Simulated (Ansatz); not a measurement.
Start from `[F][GaH][GaH2]` and change one atom or group to get `[OH][GaH][F]`.

Ansatz, PBE0-D4/def2-TZVP geometries, multiplicity 1. Each molecule was computed in one conformer, which needn't be the lowest.

Scalar relativity is left out up to krypton.

```json
{"property": "LUMO energy (ωB97M-V/def2-TZVPP) / eV", "`[F][GaH][GaH2]`": "-0.67"}
{"property": "HOMO energy (B3LYP/def2-TZVPP) / eV", "`[F][GaH][GaH2]`": "-7.27"}
{"property": "size of the dipole moment (ωB97M-V/def2-TZVPP) / D", "`[F][GaH][GaH2]`": "2.42"}
{"property": "HOMO energy (PBE0/def2-TZVPP) / eV", "`[F][GaH][GaH2]`": "-7.44"}
{"property": "zero-point energy (PBE0-D4/def2-TZVP) / kJ/mol", "`[F][GaH][GaH2]`": "57.6"}
{"property": "ideal-gas entropy at 298 K and 1 bar (rigid rotor, harmonic PBE0-D4/def2-TZVP) / J/(mol·K)", "`[F][GaH][GaH2]`": "336"}
```

Question: What does the change do to each property? (An estimate is asked.)

Answer: Ansatz gave: 
| property | `[OH][GaH][F]` | shift |
| --- | --- | --- |
| LUMO energy (ωB97M-V/def2-TZVPP) / eV | 0.74 | 1.41 |
| HOMO energy (B3LYP/def2-TZVPP) / eV | -9.10 | -1.83 |
| size of the dipole moment (ωB97M-V/def2-TZVPP) / D | 3.39 | 0.97 |
| HOMO energy (PBE0/def2-TZVPP) / eV | -9.37 | -1.93 |
| zero-point energy (PBE0-D4/def2-TZVP) / kJ/mol | 58.8 | 1.2 |
| ideal-gas entropy at 298 K and 1 bar (rigid rotor, harmonic PBE0-D4/def2-TZVP) / J/(mol·K) | 289 | -47 |

With PBE0 the HOMO falls by 1.93 eV and the LUMO rises by 1.46 eV, so the gap widens by about 3.39 eV. PBE moves the HOMO by -1.34 eV and ωB97M-V by -2.26 eV. The zero-point energy changes by 1.2 kJ/mol with -3 modes. Dipoles are sizes alone; their direction can turn.

B3LYP here is the variant with VWN-RPA as its local correlation; programs differ in this.
